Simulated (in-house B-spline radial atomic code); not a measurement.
The numbers below are computed, except where a source is named.
**Extrapolating the RPA correlation energy in partial waves: P3+**

All-electron RPA on Hartree-Fock orbitals from an all-electron radial atomic-structure program (B-spline basis), non-relativistic, point nucleus, configuration [Ne] 3s2. With empty states up to angular momentum L the sums are:

```tsv
L	E_c(L) (hartree)
3	-0.586858
4	-0.621034
5	-0.634760
6	-0.641297
7	-0.644788
8	-0.646811
```

For large l each further wave adds A/(l + 1/2)⁴, because the basis must build the cusp where two electrons meet.

Estimate the limit from L = 7 and L = 8.

Wave 8 adds -0.002023, against a sum of (l + 1/2)⁻⁴ of 1.91569e-04, so A = -10.56. The sum over l > 8 is ζ(4, 9.5) = 4.5445e-04, close to 1/(3 × 9³) = 4.5725e-04. The tail is -0.004799 and the limit -0.65161 hartree.

How good is the estimate?

A run to L = 11 sums to -0.64939 and extrapolates to -0.65120 hartree, 0.08 millihartree from the run before. The estimate differs from that by -0.41 millihartree, while the bare sum at L = 8 misses 4.4 millihartree (0.7 %).
